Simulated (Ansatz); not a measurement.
Mulliken charges of C$_{2}$H$_{3}$FIN (`C/N=C(\F)I`) from PBE/def2-TZVPP in Ansatz (PBE0-D4/def2-TZVP geometry).

| atom | x (Å) | y (Å) | z (Å) | charge (e) |
| --- | --- | --- | --- | --- |
| C1 | -0.451 | -0.487 | 0.937 | -0.153 |
| N2 | 0.388 | 0.493 | 0.285 | -0.155 |
| C3 | 0.514 | 0.524 | -0.941 | 0.105 |
| F4 | -0.080 | -0.306 | -1.810 | -0.129 |
| I5 | 1.705 | 1.909 | -1.943 | 0.026 |
| H6 | -1.200 | 0.042 | 1.528 | 0.110 |
| H7 | 0.167 | -1.056 | 1.636 | 0.110 |
| H8 | -0.950 | -1.176 | 0.252 | 0.086 |

**Question.** By hand: the dipole of these point charges (1 e Å = 4.8032 D).

**Answer.** Σ q r = (-0.078, -0.070, 0.266) e Å, of length 0.286 e Å = 1.37 D.

**Question.** How does the dipole of the full density compare? (Estimate.)

**Answer.** The calculation gave: (-0.131, -0.153, 0.114) e Å, 1.11 D; the point charges give 1.23 times that, at 39° from its direction.

Point charges leave out the atoms' own dipoles, such as those of lone pairs, and Mulliken's split depends on the basis, so the two needn't agree.
